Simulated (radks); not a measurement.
Problem. Radial electron density D(r) = 4 pi r^2 rho(r) of an atom or ion with 57 electrons. Calculated with a radial shooting solver on a logarithmic mesh with Libxc functionals: Dirac Kohn-Sham, PBE, spin-unpolarised, spherical densities, finite nucleus; Fermi nuclear charge, rms radius of each element as measured or else 0.836 A^(1/3) + 0.57 fm.

| r (bohr) | D(r) (e/bohr) |
|---|---|
| 0.0008355 | 2.368 |
| 0.001123 | 3.897 |
| 0.00151 | 6.336 |
| 0.00203 | 10.14 |
| 0.00273 | 15.87 |
| 0.0037 | 24.40 |
| 0.004974 | 35.66 |
| 0.006688 | 49.47 |
| 0.008991 | 64.09 |
| 0.01209 | 76.00 |
| 0.01625 | 80.97 |
| 0.02185 | 77.55 |
| 0.02938 | 71.60 |
| 0.0395 | 74.96 |
| 0.05353 | 92.20 |
| 0.07197 | 104.4 |
| 0.09676 | 92.99 |
| 0.1301 | 77.77 |
| 0.1749 | 86.80 |
| 0.2352 | 85.69 |
| 0.3162 | 49.85 |
| 0.4251 | 33.92 |
| 0.5715 | 39.63 |
| 0.7745 | 25.23 |
| 1.041 | 12.27 |
| 1.4 | 9.507 |
| 1.882 | 5.332 |
| 2.531 | 1.716 |
| 3.402 | 0.4299 |
| 4.574 | 0.07505 |
| 6.15 | 0.004974 |

What is the nuclear charge?

Solution. Z = 60. The innermost maximum, from 1s, lies near gamma/Z bohr with gamma = sqrt(1 - (Z/c)^2) = 0.899, here 0.015 bohr (found: 0.0165), and its height grows with Z. The density is that of the neodymium ion Nd3+ in [Xe] 4f0.5 5d2 6s0.5; the configuration itself is not fixed sharply by these data, and Z only to a few units. D(r) has 4 maxima, at r = 0.0165, 0.0731, 0.204, 0.558 bohr, and minima at 0.0318, 0.134, 0.408 bohr, inside which lie 2.01, 11.18, 28.95 electrons.
